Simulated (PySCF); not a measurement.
Give a PBE0-D3(BJ)/def2-SVP geometry of tetrakis(dimethylamino)ethene radical cation, `CN(C)C(=C(N(C)C)N(C)C)N(C)C` [SMILES of the parent framework; charge +1 and doublet state]. (Charge +1 and doublet state.)

```xyz
38
C10H24N4 angstrom
C     -2.188    1.407   -1.594
N     -0.967    1.325   -0.821
C     -0.059    2.442   -0.949
C     -0.672    0.236   -0.056
C      0.669   -0.232    0.056
N      1.514   -0.186   -1.013
C      1.049   -0.382   -2.367
C      2.921    0.118   -0.861
N      1.135   -0.736    1.235
C      0.705   -0.216    2.513
C      2.053   -1.853    1.278
N     -1.688   -0.398    0.596
C     -1.693   -1.829    0.795
C     -2.792    0.331    1.182
H     -2.697    0.435   -1.595
H     -1.946    1.674   -2.636
H     -2.881    2.170   -1.203
H     -0.602    3.385   -0.771
H      0.745    2.368   -0.207
H      0.386    2.499   -1.957
H      1.079    0.551   -2.954
H      1.692   -1.118   -2.877
H      0.023   -0.770   -2.365
H      3.124    0.463    0.160
H      3.563   -0.754   -1.074
H      3.201    0.921   -1.561
H      0.151    0.721    2.378
H      0.069   -0.934    3.058
H      1.584   -0.005    3.143
H      3.057   -1.558    1.626
H      2.143   -2.304    0.283
H      1.668   -2.618    1.973
H     -0.933   -2.305    0.165
H     -1.509   -2.102    1.848
H     -2.677   -2.238    0.512
H     -2.585    1.408    1.162
H     -3.743    0.144    0.657
H     -2.921    0.022    2.233
```

Any rigid rotation of these coordinates is as good. Atoms count from 1 in this order. C4 (carbon bonded to C and 2 N) is planar (angles 120.7°, 120.7° and 118.6°, sum 360.0°, 0.00 Å off the plane of its three neighbours). Of the pairs four or more bonds apart, C8···C11 is among the closest relative to their van der Waals radii: 3.04 Å, 89 % of the sum of Bondi's values. The 12 C–N bonds span 1.363 Å (C4–N12, drawn single) to 1.447 Å (N12–C14, drawn single), a spread of 0.084 Å. N2 (nitrogen bonded to 3 C) is planar (angles 122.1°, 121.8° and 116.1°, sum 360.0°, 0.02 Å off the plane of its three neighbours).

Bonds between heavy atoms (Å): C1–N2 1.447, N2–C3 1.445, N2–C4 1.363, C4=C5 1.425, C5–N6 1.363, N6–C7 1.445, N6–C8 1.447, C5–N9 1.364, N9–C10 1.445, N9–C11 1.447, C4–N12 1.363, N12–C13 1.445, N12–C14 1.447.

Level of theory: PySCF 2.14.0, PBE0-D3(BJ)/def2-SVP geometry optimisation, gas phase.

Point group: D2 (tolerance 0.08 Å). Stationary, but not proved a minimum. ⟨S²⟩ = 0.753 (exact for a doublet: 0.75). Torsions: C1–N2–C4–C5 143°, C4–C5–N6–C7 -34°, C4–C5–N9–C10 -35°, N2–C4–N12–C13 146°.

The run took 31 min on Intel Xeon Platinum 8559C, one thread, shared host, and the process peaked at 1.9 GiB of memory. These figures are those of the optimisation.

One conformer stands for the species.
